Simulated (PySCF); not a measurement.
PySCF input (TPSSh/def2-TZVPD):

```python
from pyscf import gto, scf, dft

mol = gto.M(
    atom='''
    Sn   -0.00000000   -0.00000000   -0.03502570
    H     0.00000000    0.00000000    1.75128499
    ''',
    basis='def2-tzvpd',
    ecp='def2-tzvp',
    charge=0,
    spin=1,
    symmetry='C2v',
    verbose=4,
)

mf = dft.UKS(mol, xc='tpssh').density_fit(auxbasis='def2-universal-jkfit')
mf.grids.level = 3
mf.conv_tol = 1e-9
mf.max_cycle = 100
mf.max_memory = 1500
mf.kernel()
if not mf.converged:
    mf = mf.newton()
    mf.kernel(mf.make_rdm1())
mf.analyze()
```

Output:

```
ECP def2-tzvp not found for  H
PySCF version 2.14.0

[INPUT] verbose = 4
[INPUT] num. atoms = 2
[INPUT] num. electrons = 23
[INPUT] charge = 0
[INPUT] spin (= nelec alpha-beta = 2S) = 1
[INPUT] symmetry C2v subgroup None
[INPUT] Mole.unit = angstrom
[INPUT] Symbol           X                Y                Z      unit          X                Y                Z       unit  Magmom
[INPUT]  1 Sn     0.000000000000   0.000000000000  -0.035025700000 AA    0.000000000000   0.000000000000  -0.066188980321 Bohr   0.0
[INPUT]  2 H      0.000000000000   0.000000000000   1.751284990000 AA    0.000000000000   0.000000000000   3.309448997162 Bohr   0.0

nuclear repulsion = 6.51728655346064
point group symmetry = Coov, use subgroup C2v
symmetry origin: [ 0.00000000e+00  0.00000000e+00 -3.70534522e-10]
symmetry axis x: [1. 0. 0.]
symmetry axis y: [0. 1. 0.]
symmetry axis z: [0. 0. 1.]
num. orbitals of irrep A1 = 29
num. orbitals of irrep A2 = 6
num. orbitals of irrep B1 = 15
num. orbitals of irrep B2 = 15
number of shells = 23
number of NR pGTOs = 108
number of NR cGTOs = 65
basis = def2-tzvpd
ecp = def2-tzvp

******** <class 'pyscf.df.df_jk.DFSymAdaptedUKS'> ********
method = DFSymAdaptedUKS
initial guess = minao
damping factor = 0
level_shift factor = 0
DIIS = <class 'pyscf.scf.diis.CDIIS'>
diis_start_cycle = 1
diis_space = 8
diis_damp = 0
SCF conv_tol = 1e-09
SCF conv_tol_grad = None
SCF max_cycles = 100
direct_scf = False
number electrons alpha = 12  beta = 11
XC library pyscf.dft.libxc version 7.1.2
    S. Lehtola, C. Steigemann, M. J. T. Oliveira, and M. A. L. Marques,  SoftwareX 7, 1–5 (2018)
XC functionals = tpssh
    V. N. Staroverov, G. E. Scuseria, J. Tao, and J. P. Perdew,  J. Chem. Phys. 119, 12129 (2003)
radial grids:
    Treutler-Ahlrichs [JCP 102, 346 (1995); DOI:10.1063/1.469408] (M4) radial grids

becke partition: Becke, JCP 88, 2547 (1988); DOI:10.1063/1.454033
pruning grids: <function nwchem_prune>
grids dens level: 3
symmetrized grids: C2v
atomic radii adjust function: <function treutler_atomic_radii_adjust>
small_rho_cutoff = 0
Freeze 0 electrons in irreps []
    23 free electrons in irreps A1 A2 B1 B2
Set gradient conv threshold to 3.16228e-05
[...]
beta  HOMO (A1) = -0.243384628804226  LUMO (B2) = -0.115106361037056
  HOMO = -0.164671746072  LUMO = -0.127648440247  gap/eV = 1.00746
Extra cycle  E= -214.776845628645  delta_E= -6.39e-12  |g|= 1.21e-06  |ddm|= 6.54e-06
converged SCF energy = -214.776845628645  <S^2> = 0.75343714  2S+1 = 2.0034342
**** SCF Summaries ****
Total Energy =                        -214.776845628644679
Nuclear Repulsion Energy =               6.517286553460641
One-electron Energy =                 -389.714803512412004
Two-electron Energy =                  168.420671330306675
Two-electron Coulomb Energy =          186.711226647098897
DFT Exchange-Correlation Energy =      -18.290555316792236
HOMO-LUMO gap [eV] =                     1.007455466536638
Wave-function symmetry = B1
alpha occupancy for each irrep:     A1   A2   B1   B2
                                     6    1    3    2
beta  occupancy for each irrep:     A1   A2   B1   B2
                                     6    1    2    2
**** MO energy ****
alpha MO #1 (A1 #1), energy= -5.02351783503205 occ= 1
alpha MO #2 (B2 #1), energy= -3.38475351906511 occ= 1
alpha MO #3 (B1 #1), energy= -3.37363923372634 occ= 1
alpha MO #4 (A1 #2), energy= -3.36937468216576 occ= 1
alpha MO #5 (A1 #3), energy= -0.98785785774452 occ= 1
alpha MO #6 (A2 #1), energy= -0.985568934065907 occ= 1
alpha MO #7 (B2 #2), energy= -0.981763000715618 occ= 1
alpha MO #8 (A1 #4), energy= -0.973534969451064 occ= 1
alpha MO #9 (B1 #2), energy= -0.972240817270142 occ= 1
alpha MO #10 (A1 #5), energy= -0.445224650958917 occ= 1
alpha MO #11 (A1 #6), energy= -0.2517165633439 occ= 1
alpha MO #12 (B1 #3), energy= -0.164671746071916 occ= 1
alpha MO #13 (B2 #3), energy= -0.127648440247061 occ= 0
alpha MO #14 (A1 #7), energy= -0.00191757728641306 occ= 0
alpha MO #15 (A1 #8), energy= 0.0170682948614598 occ= 0
alpha MO #16 (A2 #2), energy= 0.0565000117771333 occ= 0
alpha MO #17 (B1 #4), energy= 0.0576571324525559 occ= 0
alpha MO #18 (A1 #9), energy= 0.0596798882665324 occ= 0
alpha MO #19 (B2 #4), energy= 0.0602977656814963 occ= 0
alpha MO #20 (A1 #10), energy= 0.0780722872097828 occ= 0
alpha MO #21 (B1 #5), energy= 0.096683349385164 occ= 0
alpha MO #22 (B2 #5), energy= 0.0982531224656942 occ= 0
alpha MO #23 (A1 #11), energy= 0.125722530816851 occ= 0
alpha MO #24 (B1 #6), energy= 0.21217502739028 occ= 0
alpha MO #25 (B2 #6), energy= 0.213858990492284 occ= 0
alpha MO #26 (A1 #12), energy= 0.247448121235872 occ= 0
alpha MO #27 (A2 #3), energy= 0.254237149206071 occ= 0
alpha MO #28 (A1 #13), energy= 0.261707974315987 occ= 0
alpha MO #29 (B1 #7), energy= 0.290016637532609 occ= 0
alpha MO #30 (B2 #7), energy= 0.294518725064892 occ= 0
alpha MO #31 (A1 #14), energy= 0.320093973944259 occ= 0
alpha MO #32 (A1 #15), energy= 0.392698917315217 occ= 0
alpha MO #33 (A1 #16), energy= 0.475314018732467 occ= 0
alpha MO #34 (B2 #8), energy= 0.68657366598057 occ= 0
alpha MO #35 (B1 #8), energy= 0.689934683676036 occ= 0
alpha MO #36 (B1 #9), energy= 0.709839075496659 occ= 0
alpha MO #37 (B2 #9), energy= 0.712206370500044 occ= 0
alpha MO #38 (A2 #4), energy= 0.716330704283509 occ= 0
alpha MO #39 (A1 #17), energy= 0.719869050240386 occ= 0
alpha MO #40 (B2 #10), energy= 0.767625219129006 occ= 0
alpha MO #41 (B1 #10), energy= 0.772069452084777 occ= 0
alpha MO #42 (A1 #18), energy= 0.820876694102733 occ= 0
alpha MO #43 (A1 #19), energy= 0.992882217161012 occ= 0
alpha MO #44 (A2 #5), energy= 1.16527097673568 occ= 0
alpha MO #45 (A1 #20), energy= 1.16699978826882 occ= 0
alpha MO #46 (B2 #11), energy= 1.18088645185008 occ= 0
alpha MO #47 (B1 #11), energy= 1.1861123320833 occ= 0
alpha MO #48 (A1 #21), energy= 1.19637904412251 occ= 0
alpha MO #49 (B2 #12), energy= 1.73855331810736 occ= 0
alpha MO #50 (B1 #12), energy= 1.74173166878194 occ= 0
alpha MO #51 (A1 #22), energy= 2.18796921835156 occ= 0
alpha MO #52 (B1 #13), energy= 2.24262602346778 occ= 0
alpha MO #53 (B2 #13), energy= 2.24303268687205 occ= 0
alpha MO #54 (A2 #6), energy= 2.25032405254937 occ= 0
alpha MO #55 (A1 #23), energy= 2.25099825407439 occ= 0
alpha MO #56 (B2 #14), energy= 2.32499919148951 occ= 0
alpha MO #57 (B1 #14), energy= 2.33743080820335 occ= 0
alpha MO #58 (A1 #24), energy= 2.37030208437786 occ= 0
alpha MO #59 (A1 #25), energy= 2.76501883722567 occ= 0
alpha MO #60 (A1 #26), energy= 3.15893617409775 occ= 0
alpha MO #61 (A1 #27), energy= 36.0269522431779 occ= 0
alpha MO #62 (B2 #15), energy= 36.7228768742314 occ= 0
alpha MO #63 (B1 #15), energy= 36.7263373131301 occ= 0
alpha MO #64 (A1 #28), energy= 36.9157875255742 occ= 0
alpha MO #65 (A1 #29), energy= 113.46443812289 occ= 0
beta  MO #1 (A1 #1), energy= -5.02202365431606 occ= 1
beta  MO #2 (B2 #1), energy= -3.38457064857568 occ= 1
beta  MO #3 (B1 #1), energy= -3.36953867260756 occ= 1
beta  MO #4 (A1 #2), energy= -3.36914024186522 occ= 1
beta  MO #5 (A1 #3), energy= -0.986051194477517 occ= 1
beta  MO #6 (B2 #2), energy= -0.981228019001866 occ= 1
beta  MO #7 (A2 #1), energy= -0.980753894196446 occ= 1
beta  MO #8 (A1 #4), energy= -0.969020041279486 occ= 1
beta  MO #9 (B1 #2), energy= -0.967581911427377 occ= 1
beta  MO #10 (A1 #5), energy= -0.421519839677049 occ= 1
beta  MO #11 (A1 #6), energy= -0.243384628804226 occ= 1
beta  MO #12 (B2 #3), energy= -0.115106361037056 occ= 0
beta  MO #13 (B1 #3), energy= -0.0913632477470716 occ= 0
beta  MO #14 (A1 #7), energy= 0.00514920212018133 occ= 0
beta  MO #15 (A1 #8), energy= 0.0287765872891272 occ= 0
beta  MO #16 (B2 #4), energy= 0.0642756061170573 occ= 0
beta  MO #17 (B1 #4), energy= 0.0710093830684904 occ= 0
beta  MO #18 (A1 #9), energy= 0.0723111053463334 occ= 0
beta  MO #19 (A2 #2), energy= 0.0736506204341429 occ= 0
beta  MO #20 (A1 #10), energy= 0.0821197226211643 occ= 0
beta  MO #21 (B2 #5), energy= 0.107273798734208 occ= 0
beta  MO #22 (B1 #5), energy= 0.12081655909492 occ= 0
beta  MO #23 (A1 #11), energy= 0.133276006902642 occ= 0
beta  MO #24 (B2 #6), energy= 0.217043443205608 occ= 0
beta  MO #25 (B1 #6), energy= 0.224748305106738 occ= 0
beta  MO #26 (A1 #12), energy= 0.257196415086478 occ= 0
beta  MO #27 (A2 #3), energy= 0.284764987472649 occ= 0
beta  MO #28 (A1 #13), energy= 0.285040299009745 occ= 0
beta  MO #29 (B2 #7), energy= 0.298319192036716 occ= 0
beta  MO #30 (B1 #7), energy= 0.310190750138247 occ= 0
beta  MO #31 (A1 #14), energy= 0.329958123617308 occ= 0
beta  MO #32 (A1 #15), energy= 0.398701618670626 occ= 0
beta  MO #33 (A1 #16), energy= 0.480026685413928 occ= 0
beta  MO #34 (B2 #8), energy= 0.693523877592256 occ= 0
beta  MO #35 (B1 #8), energy= 0.709897426198882 occ= 0
beta  MO #36 (A2 #4), energy= 0.739574974730685 occ= 0
beta  MO #37 (A1 #17), energy= 0.740206285575651 occ= 0
[...]
```
